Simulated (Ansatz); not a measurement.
`[CH3][AlH][BH]S` + H₂Te → `[CH3][AlH][TeH]` + `BS`  (cleavage of the Al–B bond)

Gas-phase electronic energies from Ansatz, PBE0-D4/def2-TZVP geometries. CCSD(T)/CBS is the MP2 limit (def2-TZVPP, def2-QZVPP) plus CCSD(T) − MP2 in def2-TZVPP, frozen cores. This one scheme is used for every species. DFT in def2-TZVPP. B3LYP here is the variant with VWN-RPA as its local correlation; programs differ in this. Elements past krypton have def2 core potentials. For Te outer-core shells are correlated without core-valence functions, which leaves a few kJ/mol of doubt a bond. One conformer a species, not always the lowest.

```
             level  ΔE (kJ/mol)  difference from CCSD(T)/CBS
            PBE-D4       -143.1                         11.6
         r2SCAN-D4       -151.8                          2.9
           PBE0-D4       -148.9                          5.8
          B3LYP-D4       -148.5                          6.2
        r2SCAN0-D4       -155.9                         -1.2
           ωB97X-V       -148.1                          6.6
            B2PLYP       -153.6                          1.1
               PBE       -142.8                         11.9
    MP2/def2-TZVPP       -163.8                         -9.1
SCS-MP2/def2-QZVPP       -160.8                         -6.1
       CCSD(T)/CBS       -154.7                            0
```

Largest T1 diagnostic among the species: 0.015.

At CCSD(T), def2-SVP lies +5.3 kJ/mol from the extrapolated value and def2-TZVPP +4.5 kJ/mol. From PBE to PBE0 (25 % exact exchange), in def2-TZVPP and without D4, ΔE moves by −5.9 kJ/mol. Leaving LDA and LC-ωPBE aside and taking each functional with its dispersion term where it has one, the values, not all of them listed here, spread over 15.6 kJ/mol, from PBE-QIDH to revPBE-D4.
